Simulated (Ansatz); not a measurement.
The cluster Sn4Ge⁻ (the lowest doublet isomer of a short search). Total charge -1; doublet. Geometry r2SCAN-D4/def2-SVPD, basis def2-TZVPD, Ansatz.

```xyz
5

Ge   -1.100    0.311   -0.927
Sn   -0.969   -2.083    0.165
Sn   -0.200    0.315    1.800
Sn    1.571   -0.702   -0.645
Sn    0.698    2.160   -0.393
```

```tsv
run	HOMO (eV)	LUMO (eV)
A	-1.61	0.32
B	-0.90	-0.33
C	-1.75	0.39
D	-1.09	-0.20
E	-1.35	0.04
```

In the def2 sets Sn takes a core potential; there is no spin–orbit coupling. The structure comes from a short search, and lower isomers may exist.

HOMO and LUMO are taken over both spins.

Problem. The runs used PBE, PBE0, r2SCAN, r2SCAN0, r2SCANh. Estimate which is which.

Solution. A PBE0 (25 % exact exchange); B PBE (0 % exact exchange); C r2SCAN0 (25 % exact exchange); D r2SCAN (0 % exact exchange); E r2SCANh (10 % exact exchange). Exact exchange lowers occupied and raises empty levels; among semilocal functionals meta-GGAs tend to open the gap a little, and such runs are hard to tell apart. The gap grows from 0.57 eV (PBE) to 2.15 eV (r2SCAN0).
